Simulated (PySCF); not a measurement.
## How methods differ on the ionisation energy of B⁺

B⁺ [He] 2s2 (1S) → B²⁺ [He] 2s1 (2S), as a difference of total energies. All numbers are calculated (PySCF 2.14, no relativity, point nucleus, in aug-cc-pVDZ (4s3p2d, 23 functions)). Correlated levels: valence: 1s2 frozen. The calculations carry no spin-orbit coupling.

```json
{"method": "UHF", "ionisation energy (eV)": "23.492", "error (eV)": "-1.663"}
{"method": "MP2 (valence)", "ionisation energy (eV)": "24.381", "error (eV)": "-0.774"}
{"method": "SCS-MP2 (valence)", "ionisation energy (eV)": "24.559", "error (eV)": "-0.596"}
{"method": "CCSD (valence)", "ionisation energy (eV)": "25.089", "error (eV)": "-0.066"}
```

Reference: 25.155 eV (measured; NIST Atomic Spectra Database, ionization energies).

Errors of the correlated levels include the incompleteness of this basis and the frozen core.

With two correlated electrons CCSD is exact in that space.

The coupled-cluster amplitudes are large for B⁺ (T1 above 0.03 or a double amplitude above 0.15), so a single reference is strained.
